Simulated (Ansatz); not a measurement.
`CC(F)CBr` + H₂ → `CCCBr` + H–F at 700 K and 1 bar (hydrogenolysis of a C–F bond).

Program: Ansatz. Geometries: PBE0-D4/def2-TZVP. ΔE: electronic, gas phase. CBS: MP2 limit from def2 TZ/QZ plus the TZ coupled-cluster correction, frozen cores. This one scheme is used for every species. For Br outer-core shells are correlated without core-valence functions, which leaves a few kJ/mol of doubt a bond. Scalar relativity is left out up to krypton. Each species was taken in one conformer, which may not be the lowest.

| species | CCSD(T)/CBS energy (Eh) | H − E (kJ/mol) | S (J/(mol·K)) |
| --- | --- | --- | --- |
| `CC(F)CBr` | -2790.88382 | 299.4 | 443.2 |
| H₂ | -1.17544 | 46.8 | 155.3 |
| `CCCBr` | -2691.69941 | 313.9 | 417.0 |
| H–F | -100.39570 | 45.2 | 198.5 |

H − E and S are ideal-gas, rigid-rotor, harmonic terms from PBE0-D4/def2-TZVP, for one conformer and one mirror image of each species. For small species the MP2-based limit differs from directly extrapolated CCSD(T) by up to some mEh (0.8 for H₂); such offsets cancel only in part. 1 Eh = 2625.50 kJ/mol, R = 8.31446 J/(mol·K).

By hand: ΔE, ΔH, ΔS and ΔG.

ΔE = (-2691.69941) + (-100.39570) − (-2790.88382) − (-1.17544) = -0.03585 Eh = -94.1 kJ/mol. Δ(H − E) = 313.9 + 45.2 − 299.4 − 46.8 = 12.9, so ΔH = -81.2 kJ/mol. ΔS = 417.0 + 198.5 − 443.2 − 155.3 = 17.0 J/(mol·K). ΔG = -81.2 − 700 × (17.0)/1000 = -93.1 kJ/mol.

By hand: the equilibrium constant, and the temperature at which ΔG would vanish if ΔH and ΔS stayed fixed.

log₁₀ K = −ΔG/(RT ln 10) = 6.9. ΔH and −TΔS have one sign here, so there is no such temperature.

ΔH outweighs TΔS. A doubt of 5 kJ/mol in ΔE shifts log₁₀ K by 0.4 here. Other conformers and mirror images would add mixing entropy, several J/(mol·K) or more a flexible species. These are equilibria of isolated gas molecules and say nothing of rates. Largest T1 diagnostic: 0.009 (customary marks: 0.02 for closed shells, 0.045 for open ones).
